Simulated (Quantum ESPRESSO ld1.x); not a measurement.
Values are calculated unless marked as measured or tabulated.
Question: Species: the palladium ion Pd+. Configuration: [Kr] 4d(up 4.5, down 4.5) (fractional occupations, a model configuration). Level of theory: scalar-relativistic Kohn-Sham, LDA (Slater exchange, VWN5 correlation), spin-polarised, spherical densities, point nucleus (ld1.x of Quantum ESPRESSO 7.5). Some entries of the table are withheld. Estimate them.

| orbital | occ. | eigenvalue (eV) | <r> (bohr) | r(max) (bohr) |
|---|---|---|---|---|
| 1s | 2 | -24147.116 | 0.03188 | 0.02068 |
| 2s | 2 | -3536.136 | (1) | 0.1169 |
| 2p | 6 | -3173.648 | 0.1207 | 0.09341 |
| 3s | 2 | -646.386 | 0.3800 | 0.3422 |
| 3p | 6 | -527.236 | (2) | 0.3352 |
| 3d | 10 | -337.374 | 0.3579 | (3) |
| 4s | 2 | (4) | 0.9444 | 0.8498 |
| 4p | 6 | -62.637 | 1.040 | (5) |
| 4d | 9 | -14.891 | 1.463 | 1.089 |

Answer: 
(1) 2s <r> (bohr): 0.1385
(2) 3p <r> (bohr): 0.3792
(3) 3d r(max) (bohr): 0.2819
(4) 4s eigenvalue (eV): -96.792
(5) 4p r(max) (bohr): 0.9080
